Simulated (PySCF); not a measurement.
C2H5O, SMILES [CH2]OC, multiplicity 2. Geometry optimised at B3LYP-D3(BJ)/def2-TZVP. The isomer is the one that the SMILES or the coordinates give; other isomers of the formula were not compared.

The numbers are results of B3LYP-D3(BJ)/def2-TZVP (PySCF), not measurements.

Harmonic wavenumbers (cm⁻¹): 164, 293, 431, 540, 960, 1136, 1171, 1250, 1287, 1460, 1489, 1496, 1504, 3005, 3060, 3114, 3134, 3263. Rotational constants (GHz): 47.67, 10.67, 9.267; symmetry number 1.

### Question
Work out the zero-point energy and the ideal-gas rigid-rotor harmonic-oscillator thermochemistry at 298.15 K and 1 atm.

### Answer
ZPE = ½ Σ hcν = ½ × 28755 cm⁻¹ = 41.11 kcal/mol. H − E(el) = 44.52 kcal/mol. Entropy in cal/(mol K): translation 37.34, rotation 21.75, vibration 5.71, spin 1.38, total 66.17. G − E(el) = 24.79 kcal/mol. Cp = 15.63 cal/(mol K).
